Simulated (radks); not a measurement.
Values are calculated unless marked as measured or tabulated.
Excited configurations of neutral hydrogen: one electron is placed in a higher orbital outside the bare nucleus. The ground configuration is 1s1. Level of theory: non-relativistic Kohn-Sham, LDA (Slater exchange, Perdew-Wang correlation), spin-polarised, spherical densities, point nucleus; open shells are filled with parallel spins first (a radial shooting solver on a logarithmic mesh with Libxc functionals). Excitation = E - E(ground); binding = E(ion) - E, where the ion is the core of charge +1; n* = 1/sqrt(2 binding) in atomic units, and the quantum defect is n - n*.

\begin{tabular}{lrrrr}
outer orbital & excitation (eV) & binding (eV) & n* & quantum defect \\ \hline
2p & 9.647 & 3.379 & 2.007 & -0.007 \\
3p & 11.386 & 1.640 & 2.880 & 0.120 \\
3d & 11.450 & 1.577 & 2.938 & 0.062 \\
4p & 12.060 & 0.966 & 3.753 & 0.247 \\
4d & 12.070 & 0.956 & 3.772 & 0.228 \\
5s & 12.390 & 0.637 & 4.623 & 0.377 \\
6s & 12.574 & 0.453 & 5.482 & 0.518 \\
6d & 12.572 & 0.454 & 5.472 & 0.528 \\
6f & 12.573 & 0.453 & 5.478 & 0.522 \\
7f & 12.686 & 0.341 & 6.318 & 0.682 \\
\end{tabular}

The Delta-SCF ionisation energy is 13.026 eV (NIST Atomic Spectra Database: 13.598 eV, theoretical). Self-interaction in the functional shifts the binding energies and quantum defects, so they are the method's values and not measured ones.
